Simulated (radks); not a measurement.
Species: Re1.75+. Configuration: [Xe] 4f14 5d(up 3, down 2.25) (fractional occupations, a model configuration).

All-electron calculation, scalar-relativistic Kohn-Sham, PBE, spin-polarised, spherical densities, finite nucleus; Fermi nuclear charge, rms radius 5.3698 fm. Program: a radial shooting solver on a logarithmic mesh with Libxc functionals.

Energy parts (hartree):
| part | energy |
|---|---|
| total | -16688.6812 |
| kinetic | 18434.9927 |
| electron-nucleus | -41268.6967 |
| Hartree | 6475.0507 |
| exchange-correlation | -330.0279 |

Orbitals (lengths in bohr, moments of r in powers of bohr):
orbital  occ.  eigenvalue (hartree)   <1/r>
1s up       1             -2633.094   88.72
1s down     1             -2633.094   88.72
2s up       1             -456.9679   20.76
2s down     1             -456.9666   20.76
2p up       3             -398.9530   18.75
2p down     3             -398.9520   18.75
3s up       1             -106.1806   7.691
3s down     1             -106.1802   7.691
3p up       3             -89.06516   7.086
3p down     3             -89.06471   7.086
3d up       5             -69.63467   6.690
3d down     5             -69.63377   6.690
4s up       1             -22.55199   3.274
4s down     1             -22.55078   3.274
4p up       3             -16.93602   2.971
4p down     3             -16.93490   2.971
4d up       5              -9.88174   2.648
4d down     5              -9.88043   2.648
4f up       7              -2.05369   2.163
4f down     7              -2.05109   2.164
5s up       1              -3.63574   1.291
5s down     1              -3.62404   1.293
5p up       3              -2.23697   1.087
5p down     3              -2.22146   1.089
5d up       3              -0.69675  0.7186
5d down  2.25              -0.67792  0.7173

The highest occupied level is 5d down at -18.447 eV. The density falls to 0.001 e/bohr^3 at r = 3.80 bohr. Spin moment in Bohr magnetons: 0.75. Summed over all electrons, <r^2> = 44.17 bohr^2, which gives a Langevin (diamagnetic) susceptibility term of -35 x 10^-6 cm^3/mol.
